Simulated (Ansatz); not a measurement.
Isomers of K₄I₄ (singlet), relaxed with r2SCAN-D4/def2-SVP; total energies from Ansatz at RPA@PBE/def2-TZVP.

```tsv
isomer	description	energy (Eh)
A	(KI)4 ring (K₄I₄)	-3587.18513
B	(KI)4 cube (K4I4)	-3587.21600
```

In the def2 sets I takes a core potential; there is no spin–orbit coupling. Correlated methods freeze 36 core orbitals; core or outer-core shells of I, K are correlated, in sets that lack core-valence functions.

Q: Work out the relative energies (1 Eh = 2625.5 kJ/mol) and the Boltzmann populations at 1200 K from electronic energies alone (R = 8.314 J/mol/K).

A: ΔE: A 81.0, B 0.0 kJ/mol. RT = 9.98 kJ/mol. Factors exp(−ΔE/RT): A 0.000299, B 1; sum 1.000. Populations: A 0.0 %, B 100.0 %. Zero-point energy, vibrational entropy and symmetry numbers are left out and can shift these; an error of 4 kJ/mol changes a ratio by a factor of 1.5. Over the other density-functional and correlated levels in def2 sets, the gap between B and A ranges from 78 to 90 kJ/mol.
